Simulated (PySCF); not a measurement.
**HgH: frontier orbitals**

PBE0 at R = 1.766 Å; basis Hg def2-TZVPP with ECP60, H def2-TZVPP; scalar-relativistic core potentials; PySCF 2.14. State: ²Σ⁺ (doublet), unpaired electrons σ ↑. Only the outer orbitals are listed, counted within each symmetry, core potentials removing the inner ones.

| spin | orbital | occ. | ε (eV) | on Hg (%) | main shells (%) |
| --- | --- | --- | --- | --- | --- |
| α | 3σ | 1 | -13.64 | 83 | 80 Hg d, 16 H s |
| α | 2π | 1 | -12.63 | 100 | 100 Hg d |
| α | 2π | 1 | -12.63 | 100 | 100 Hg d |
| α | 1δ | 1 | -12.54 | 100 | 100 Hg d |
| α | 1δ | 1 | -12.54 | 100 | 100 Hg d |
| α | 4σ | 1 | -9.81 | 69 | 53 Hg s, 31 H s, 15 Hg d |
| α | 5σ | 1 | -5.78 | 67 | 38 Hg s, 33 H s, 27 Hg p |
| α | 3π | 0 | -0.82 | 99 | 99 Hg p |
| α | 3π | 0 | -0.82 | 99 | 99 Hg p |
| α | 6σ | 0 | 1.48 | 104 | 99 Hg p |
| β | 3σ | 1 | -12.99 | 91 | 90 Hg d, 8 H s |
| β | 1δ | 1 | -12.49 | 100 | 100 Hg d |
| β | 1δ | 1 | -12.49 | 100 | 100 Hg d |
| β | 2π | 1 | -12.48 | 100 | 100 Hg d |
| β | 2π | 1 | -12.48 | 100 | 100 Hg d |
| β | 4σ | 1 | -9.02 | 79 | 70 Hg s, 21 H s |
| β | 5σ | 0 | -2.56 | 65 | 36 Hg p, 35 H s, 26 Hg s |
| β | 3π | 0 | -0.55 | 100 | 100 Hg p |
| β | 3π | 0 | -0.55 | 100 | 100 Hg p |

Problem. Which are the highest filled and the lowest empty level, where do they sit, and how wide is the gap?

Solution. Highest filled α 5σ at -5.78 eV (in %: 38 Hg s, 33 H s, 27 Hg p); lowest empty β 5σ at -2.56 eV (in %: 36 Hg p, 35 H s, 26 Hg s); the gap at PBE0 is 3.22 eV.

```
bond order (Mayer)                              : 0.75
⟨S²⟩                                            : 0.761
charge on Hg (Mulliken, basis-dependent)        : 0.12
charge on Hg (Löwdin, basis-dependent)          : 0.17
dipole moment (positive dipole means Hg(−)H(+)) : -0.27 D
polarisability along the bond                   : 47.5 bohr³
polarisability across the bond                  : 32.6 bohr³
```

Shares are Mulliken populations and can fall outside 0 to 100 %.

Spin–orbit coupling is left out. The state was picked by a PBE0 search and need not be the measured ground state.
